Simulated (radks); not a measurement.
Hg+, configuration [Xe] 4f14 5d10 6s1.

Calculated with a radial shooting solver on a logarithmic mesh with Libxc functionals: scalar-relativistic Kohn-Sham, PBE, spin-polarised, spherical densities, point nucleus; open shells are filled with parallel spins first (spin-orbit coupling, left out, can overturn this in heavy ions).

Energy parts (eV):
total: -533950.71
kinetic: 599582.55
electron-nucleus: -1329699.20
Hartree: 206236.48
exchange-correlation: -10070.55

Orbitals (lengths in bohr, moments of r in powers of bohr; <r^-3> diverges for s and p1/2; r(90%) holds 90 % of the orbital's charge):
| orbital | occ. | eigenvalue (eV) | <r> | <r^-3> | r(90%) |
|---|---|---|---|---|---|
| 1s up | 1 | -83197.28 | 0.01658 | - | 0.0303 |
| 1s down | 1 | -83197.26 | 0.01658 | - | 0.0303 |
| 2s up | 1 | -14752.34 | 0.06991 | - | 0.109 |
| 2s down | 1 | -14752.33 | 0.06991 | - | 0.109 |
| 2p up | 3 | -12720.02 | 0.06328 | 26790 | 0.103 |
| 2p down | 3 | -12720.01 | 0.06328 | 26790 | 0.103 |
| 3s up | 1 | -3507.645 | 0.1806 | - | 0.265 |
| 3s down | 1 | -3507.634 | 0.1806 | - | 0.265 |
| 3p up | 3 | -2920.604 | 0.1821 | 6158 | 0.272 |
| 3p down | 3 | -2920.594 | 0.1821 | 6158 | 0.272 |
| 3d up | 5 | -2303.721 | 0.1650 | 759.0 | 0.256 |
| 3d down | 5 | -2303.714 | 0.1650 | 759.0 | 0.256 |
| 4s up | 1 | -778.2830 | 0.3992 | - | 0.572 |
| 4s down | 1 | -778.2680 | 0.3992 | - | 0.572 |
| 4p up | 3 | -585.8695 | 0.4254 | 1492 | 0.617 |
| 4p down | 3 | -585.8516 | 0.4254 | 1492 | 0.617 |
| 4d up | 5 | -357.7719 | 0.4489 | 161.5 | 0.669 |
| 4d down | 5 | -357.7503 | 0.4489 | 161.5 | 0.669 |
| 5s up | 1 | -127.2480 | 0.9018 | - | 1.29 |
| 5s down | 1 | -127.2229 | 0.9016 | - | 1.29 |
| 4f up | 7 | -104.9177 | 0.4826 | 31.71 | 0.772 |
| 4f down | 7 | -104.8938 | 0.4825 | 31.72 | 0.772 |
| 5p up | 3 | -75.6295 | 1.040 | 259.0 | 1.51 |
| 5p down | 3 | -75.5741 | 1.039 | 259.5 | 1.51 |
| 5d up | 5 | -18.9818 | 1.478 | 15.56 | 2.29 |
| 5d down | 5 | -18.6542 | 1.463 | 15.88 | 2.26 |
| 6s up | 1 | -15.0953 | 2.506 | - | 3.68 |
| 6s down | 0 | -14.2657 | 2.511 | - | 3.70 |

The highest occupied level is 6s up at -15.095 eV. For comparison, the ionisation energy in NIST's Atomic Spectra Database is 18.757 eV (measured). In exact Kohn-Sham theory the highest level is minus the ionisation energy, but local and semilocal functionals leave it too shallow, through self-interaction and a potential that decays too fast; potentials with the right tail come closer. Summed over all electrons, <r^2> = 50.33 bohr^2, which gives a Langevin (diamagnetic) susceptibility term of -39.9 x 10^-6 cm^3/mol. Spin moment in Bohr magnetons: 1. The density falls to 0.001 e/bohr^3 at r = 3.89 bohr.
